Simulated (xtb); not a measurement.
CrFO$_{2}$ (SMILES [O]=[Cr](=[O])[F]), doublet, geometry from GFN2-xTB (such geometries of metal compounds can be far from the true shape) (the multiplicity is a formal guess); GFN1-xTB (xtb).

The xtb input:
```
$ xtb mol.xyz --gfn 1 --chrg 0 --uhf 1 --json

# file mol.xyz
4

Cr     0.02076939    -0.01910847     0.01855706
O      1.47023574    -0.30501994    -0.40978795
O     -0.42309097    -0.65838513     1.34539195
F     -0.98618039     0.90731598    -0.88113348
```

**Question.** What does xtb print? Leave out banner, timings and long lists.

**Answer.** 
```
   ID    Z sym.   atoms
    1   24 Cr     1
    2    8 O      2, 3
    3    9 F      4

           -------------------------------------------------
          |                Calculation Setup                |
           -------------------------------------------------

           -------------------------------------------------
          |                 G F N 1 - x T B                 |
           -------------------------------------------------

          ...................................................
          :                      SETUP                      :
          :.................................................:
          :  # basis functions                  22          :
          :  # atomic orbitals                  21          :
          :  # shells                            9          :
          :  # electrons                        25          :
          :  # halogen bonds                     0          :
          :  max. iterations                   250          :
          :  Hamiltonian                  GFN1-xTB          :
          :  restarted?                      false          :
          :  GBSA solvation                  false          :
          :  PC potential                    false          :
          :  electronic temp.          300.0000000     K    :
          :  accuracy                    1.0000000          :
          :  -> integral cutoff          0.2500000E+02      :
          :  -> integral neglect         0.1000000E-07      :
          :  -> SCF convergence          0.1000000E-05 Eh   :
          :  -> wf. convergence          0.2000000E-04 e    :
          :  Broyden damping             0.4000000          :
          :  net charge                          0          :
          :  unpaired electrons                  1          :
          ...................................................

 iter      E             dE          RMSdq      gap      omega  full diag
   1    -14.9561049 -0.149561E+02  0.207E+01    1.17       0.0  T
   2    -11.6601877  0.329592E+01  0.245E+01    0.62       1.0  T
   3    -14.7789727 -0.311879E+01  0.144E+01    0.66       1.0  T
   4    -22.4000505 -0.762108E+01  0.498E+01    0.67       1.0  T
   5    -35.5768640 -0.131768E+02  0.625E+01    2.42       1.0  T
   6    -28.0998671  0.747700E+01  0.562E+01    1.57       1.0  T
   7    -34.7846537 -0.668479E+01  0.610E+01    3.38       1.0  T
   8    -10.3006769  0.244840E+02  0.398E+01    0.71       1.0  T
   9    -13.3752266 -0.307455E+01  0.204E+01    0.62       1.0  T
  10    -14.3093257 -0.934099E+00  0.275E+01    0.92       1.0  T
  11    -18.1229507 -0.381363E+01  0.444E+01    0.04       1.0  T
  12    -14.5919922  0.353096E+01  0.317E+01    0.25       1.0  T
  13    -12.7795928  0.181240E+01  0.195E+01    0.60       1.0  T
  14    -16.1901292 -0.341054E+01  0.431E+00    0.84       1.0  T
  15    -16.0941926  0.959366E-01  0.540E+00    0.81       1.0  T
  16    -16.3853362 -0.291144E+00  0.152E+00    0.95       1.0  T
  17    -16.3916345 -0.629827E-02  0.173E+00    0.98       1.0  T
  18    -16.3912710  0.363535E-03  0.194E+00    0.99       1.0  T
  19    -16.3915679 -0.296915E-03  0.170E+00    0.99       1.0  T
  20    -16.3912377  0.330191E-03  0.648E-01    0.97       1.0  T
  21    -16.3915794 -0.341684E-03  0.379E-01    0.98       1.0  T
  22    -16.3915701  0.921703E-05  0.139E-01    0.98       1.0  T
  23    -16.3916571 -0.869262E-04  0.131E-01    0.98       1.0  T
  24    -16.3917074 -0.503401E-04  0.750E-02    0.98       1.0  T
  25    -16.3917360 -0.286114E-04  0.234E-02    0.98       2.1  T
  26    -16.3917374 -0.140813E-05  0.104E-02    0.98       4.8  T
  27    -16.3917375 -0.493021E-07  0.293E-03    0.98      17.1  T
  28    -16.3917375 -0.107671E-07  0.823E-04    0.98      60.8  T
  29    -16.3917375 -0.351409E-08  0.233E-04    0.98     214.5  T
  30    -16.3917375 -0.275790E-09  0.595E-05    0.98     840.6  T
  31    -16.3917375 -0.200835E-10  0.756E-07    0.98   66156.4  T

   *** convergence criteria satisfied after 31 iterations ***

         :::::::::::::::::::::::::::::::::::::::::::::::::::::
         ::                     SUMMARY                     ::
         :::::::::::::::::::::::::::::::::::::::::::::::::::::
         :: total energy             -16.309397718074 Eh    ::
         :: gradient norm              0.037106192390 Eh/a0 ::
         :: HOMO-LUMO gap              0.982395172769 eV    ::
         ::.................................................::
         :: SCC energy               -16.391737491365 Eh    ::
         :: -> electrostatic           0.156930309568 Eh    ::
         :: repulsion energy           0.083146018955 Eh    ::
         :: dispersion energy         -0.000806245665 Eh    ::
         :: halogen bond corr.         0.000000000000 Eh    ::
         :: add. restraining           0.000000000000 Eh    ::
         :: total charge               0.000000000000 e     ::
         :::::::::::::::::::::::::::::::::::::::::::::::::::::

           -------------------------------------------------
          |                Property Printout                |
           -------------------------------------------------

    * Orbital Energies and Occupations

         #    Occupation            Energy/Eh            Energy/eV
      -------------------------------------------------------------
         1        2.0000           -0.9449738             -25.7140
         2        2.0000           -0.8559050             -23.2904
         3        2.0000           -0.8537751             -23.2324
         4        2.0000           -0.6756714             -18.3860
         5        2.0000           -0.6686452             -18.1948
         6        2.0000           -0.6619969             -18.0139
         7        2.0000           -0.6579298             -17.9032
         8        2.0000           -0.6566474             -17.8683
         9        2.0000           -0.6547723             -17.8173
        10        2.0000           -0.6361535             -17.3106
        11        2.0000           -0.6312691             -17.1777
        12        2.0000           -0.6159095             -16.7598
        13        1.0000           -0.5557341             -15.1223 (HOMO)
        14                         -0.5196318             -14.1399 (LUMO)
        15                         -0.4838171             -13.1653
        16                         -0.4032733             -10.9736
        17                         -0.3934483             -10.7063
        18                         -0.2309432              -6.2843
        19                         -0.2268327              -6.1724
        20                          0.1293247               3.5191
        21                          0.2211900               6.0189
      -------------------------------------------------------------
                  HL-Gap            0.0361024 Eh            0.9824 eV
             Fermi-level           -0.5617524 Eh          -15.2861 eV

  Mulliken/CM5 charges         n(s)   n(p)   n(d)
     1Cr    0.84190  1.39568   0.450  1.009  3.699
     2O    -0.32939 -0.54647   1.704  4.625  0.000
     3O    -0.32939 -0.54647   1.704  4.625  0.000
     4F    -0.18312 -0.30275   1.791  5.392  0.000

Wiberg/Mayer (AO) data.
largest (>0.10) Wiberg bond orders for each atom

 ---------------------------------------------------------------------------
     #   Z sym  total        # sym  WBO       # sym  WBO       # sym  WBO
 ---------------------------------------------------------------------------
     1  24 Cr   5.903 --     3 O    2.309     2 O    2.309     4 F    1.285
     2   8 O    2.544 --     1 Cr   2.309     3 O    0.164
     3   8 O    2.544 --     1 Cr   2.309     2 O    0.164
     4   9 F    1.427 --     1 Cr   1.285
 ---------------------------------------------------------------------------

Topologies differ in total number of bonds
Writing topology from bond orders to xtbtopo.mol

 dipole moment from electron density (au)
     X       Y       Z
  -0.7233   0.6654  -0.6462  total (Debye):    2.990

           -------------------------------------------------
          | TOTAL ENERGY              -16.309397718074 Eh   |
          | GRADIENT NORM               0.037106192390 Eh/α |
          | HOMO-LUMO GAP               0.982395172769 eV   |
           -------------------------------------------------

normal termination of xtb
```
